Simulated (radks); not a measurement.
The numbers below are computed, except where a source is named.
Coulomb parameter of the 4d shell of neutral niobium in the model configuration [Kr] 4d2.5 5s1 5p1.5, as a second difference U = [E(n + 0.5) + E(n - 0.5) - 2 E(n)] / (0.5)^2 with all orbitals relaxed. "Bare": the charge of the atom changes with n. "Screened": the 5p shell takes up the change at fixed total charge, which measures U(4d,4d) + U(5p,5p) - 2 U(4d,5p). Level of theory: Dirac Kohn-Sham, PBEsol, spin-unpolarised, spherical densities, finite nucleus; open shells are shared between the two j in proportion to 2j + 1; Fermi nuclear charge, rms radius 4.324 fm (a radial shooting solver on a logarithmic mesh with Libxc functionals).

case,configuration,E - E(n) (eV)
start,[Kr] 4d2.5 5s1 5p1.5,0.000
bare +0.5,[Kr] 4d3 5s1 5p1.5,-2.680
bare -0.5,[Kr] 4d2 5s1 5p1.5,4.703
screened +0.5,[Kr] 4d3 5s1 5p1,-2.110
screened -0.5,[Kr] 4d2 5s1 5p2,2.636

U(bare) = 8.092 eV, U(screened by 5p) = 2.104 eV, against the Slater integral F0(4d,4d) = 12.865 eV with frozen orbitals. The step up makes a negative ion, whose loosely bound charge lowers the bare value.
